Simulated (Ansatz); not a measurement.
Cost and result for the atomization energy of C₂H₆InN, SMILES `N/C=[CH]\[InH2]` (10 atoms, 9 bonds).

Cartesian coordinates in Å:
```
N 1.176 0.177 1.169
C 0.837 -0.809 0.286
C -0.216 -0.830 -0.556
In -1.579 0.748 -0.837
H 2.122 0.208 1.503
H 0.718 1.070 1.083
H 1.507 -1.667 0.346
H -0.335 -1.746 -1.124
H -2.937 0.612 -1.885
H -1.292 2.237 0.014
```

Charge 0, multiplicity 1. Correlated methods include outer-core shells of In, which these sets cover unevenly. In: def2 effective core potential. The geometry is a stationary point of PBE0-D4/def2-TZVP. It is one conformer, not always the lowest. Program: Ansatz. All runs use 4 threads of an Arm Neoverse V2 on a shared host. Times are those of one run each, without the atoms' runs, and a repeat can differ threefold. Electronic energies, without spin–orbit coupling; frozen cores. CCSD(T)/CBS adds CCSD(T) − MP2 in def2-TZVPP to the MP2 limit, and its time is that of the two runs behind it. T1 = 0.014. With those shells the extrapolation isn't a true limit. B3LYP takes the VWN-RPA correlation (the form of Gaussian; ORCA's B3LYP/G).

CCSD(T)/CBS is a level of theory with its own doubt, some kJ/mol a heavy atom from the limit and from the frozen cores, so smaller differences don't rank the functionals.

| level | functions | wall time | atomization (kcal/mol) | difference from CCSD(T)/CBS | per bond |
| --- | --- | --- | --- | --- | --- |
| revPBE-D4/def2-TZVPP | 227 | 2 s | 796.2 | -2.8 | -0.3 |
| PBE-D4/def2-TZVPP (with forces) | 227 | 2.4 s | 817.7 | 18.7 | 2.1 |
| PBE0-D4/def2-TZVPP | 227 | 2.6 s | 802.1 | 3.1 | 0.3 |
| BHLYP-D4/def2-TZVPP | 227 | 2.8 s | 775.2 | -23.8 | -2.6 |
| CAM-B3LYP-D4/def2-TZVPP | 227 | 3.1 s | 804.1 | 5.1 | 0.6 |
| B3LYP-D4/def2-TZVPP (with forces) | 227 | 4.1 s | 799.7 | 0.7 | 0.1 |
| r2SCANh-D4/def2-TZVPP | 227 | 4.5 s | 794.4 | -4.6 | -0.5 |
| CCSD(T)/def2-SVP | 98 | 5.5 s | 752.0 | -47.0 | -5.2 |
| B2PLYP/def2-TZVPP | 227 | 5.5 s | 789.2 | -9.8 | -1.1 |
| ωB97X-V/def2-TZVPP | 227 | 7 s | 803.1 | 4.1 | 0.5 |
| MP2/def2-QZVPP | 433 | 19 s | 796.3 | -2.7 | -0.3 |
| CCSD(T)/def2-TZVPP | 227 | 2.1 min | 777.8 | -21.2 | -2.4 |
| CCSD(T)/CBS(def2) | – | 2.4 min | 799.0 | 0.0 | 0.0 |

From r2SCAN to r2SCAN0 (25 % exact exchange), in def2-TZVPP and without D4, the atomization energy moves by −12.7 kcal/mol: exact exchange takes away binding that semilocal exchange gives to molecules. The D4 term adds +7.2 kcal/mol with B3LYP and +3.8 kcal/mol with PBE0; it sums over pairs of atoms, weighted by their polarisabilities, and B3LYP, whose exchange is more repulsive, gets the larger term. In def2-TZVPP, CCSD(T) changes the Hartree–Fock value by +219.5 kcal/mol (the triples alone add +13.6 kcal/mol) and MP2 by +225.3 kcal/mol; breaking electron pairs costs correlation energy, which Hartree–Fock lacks.

Spin–orbit coupling would lower the free In atoms strongly, and the atomization energy with them, by more than many differences here.
